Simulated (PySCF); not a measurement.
# MTe for M along group 14

PBE0 with triple-zeta basis sets in PySCF, for the lowest determinant that a PBE0 search found; no spin–orbit coupling. De refers to high-spin ground-configuration atoms. A positive dipole means M(−)Te(+).

```
 M       basis  state (unpaired electrons)  Re (Å)  ωe (cm⁻¹)  De (eV)  μ (D)
 C  def2-TZVPP      singlet (closed shell)   1.882        906     4.70   2.59
Si  def2-TZVPP      singlet (closed shell)   2.269        497     4.63  -0.76
Ge  cc-pVTZ-PP      singlet (closed shell)   2.340        333     4.34  -1.42
```

The shortest bond is that of TeC (1.882 Å), the longest that of GeTe (2.340 Å).

The rows differ in basis set, which adds steps of its own.

Down a group the atoms grow and get heavier, so bonds lengthen and wavenumbers fall; this series shows no clear exception.

Spin–orbit coupling is left out, which matters for elements this heavy, above all for dissociation energies.
